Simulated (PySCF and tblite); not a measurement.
The numbers below are computed, except where a source is named.
System: C6H11OS (charge +1), numbered as in [CH2:1]=[CH:2][C+:3]([CH3:4])[CH2:5][S@:6]([CH3:7])=[O:8].

For the rotation about the C2–C3 bond (torsion C1–C2–C3–C4 from -19° to 186°, rising): electronic barrier 12.07 kcal/mol, zero-point change -0.83 kcal/mol, thermal and entropy terms at 200 K a further 0.19 kcal/mol (symmetry numbers apart). The minimum is C1, the saddle C1. Geometries: GFN2-xTB; energies: BP86/pcSseg-1 + D3(BJ); zero-point and thermal terms from GFN2-xTB harmonic modes (soft modes blended into free rotors). Rate constants are transition-state-theory values, counting equivalent paths, without tunnelling. Run with tblite and PySCF.

Question: How many equivalent paths lead out of the minimum?

Answer: 1: the symmetry number of the minimum is 1, that of the saddle displaced along its mode 1.

Question: Work out the rate at 200 K.

Answer: ΔG‡ = 11.43 kcal/mol; k_B T/h = 4.2×10¹² s⁻¹; exp(−ΔG‡/RT) = 3.2×10⁻¹³; times 1 gives k = 1.3 s⁻¹. Wigner's tunnelling factor for the 163i cm⁻¹ mode would be 1.06.

The ion is treated without a counter-ion.
